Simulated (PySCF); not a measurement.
## Sound and unsound settings

Molecule: SMILES C=C(C#N)OCC, C₅H₇NO; geometry GFN2-xTB.

Geometry:
```tsv
atom	x (Å)	y (Å)	z (Å)
C1	-1.128	1.795	1.461
C2	-0.865	0.658	0.808
C3	-1.791	-0.421	0.900
N4	-2.543	-1.282	0.982
O5	0.258	0.509	0.063
C6	0.449	-0.735	-0.593
C7	1.760	-0.658	-1.356
H8	-0.447	2.625	1.409
H9	-2.022	1.898	2.046
H10	-0.386	-0.930	-1.280
H11	0.481	-1.548	0.146
H12	1.939	-1.596	-1.872
H13	1.718	0.149	-2.083
H14	2.579	-0.465	-0.668
```

All runs: PySCF 2.14, non-relativistic, gas phase unless a solvent (IEF-PCM) is named; grid level 2, GIAOs and SCF threshold 1e-9 unless changed. The yardstick, PBE0/pcSseg-1, gives these isotropic shieldings σ (ppm, equivalent atoms averaged): C2 42.9, C1 72.3, C6 118.1, N4 -55.8, O5 214.3, H9 26.28, H10/H11 27.58.

**Question.** What do these inputs give? (1) LDA/pcJ-1; (2) PBE0/6-31G*; (3) B97-2/pcSseg-1; guess 1e; max_cycle 3; (4) mPW1PW91/pcSseg-1

**Answer.** 
```tsv
run	outcome	functions	wall time	C2	C1	C6	N4	O5	H9	H10/H11
1	converged	259	41 s	34.1	66.0	108.5	-67.9	189.5	25.86	26.94
2	converged	112	12 s	65.3	91.4	131.2	-14.2	233.3	27.30	28.11
3	not converged	154	4.6 s	–	–	–	–	–	–	–
4	converged	154	22 s	42.0	71.2	117.3	-56.6	214.2	26.34	27.64
```

Times are on 1 thread of an Intel Xeon Platinum 8375C, shared host.

**Question.** Comment on the technical settings and failures.

**Answer.** 
- Run 3: The SCF stopped after 3 cycles without meeting its threshold and the cycle limit at 3, so no response property followed.

Run 3 was set up unsoundly or failed; its numbers aren't to be quoted as properties of the molecule.
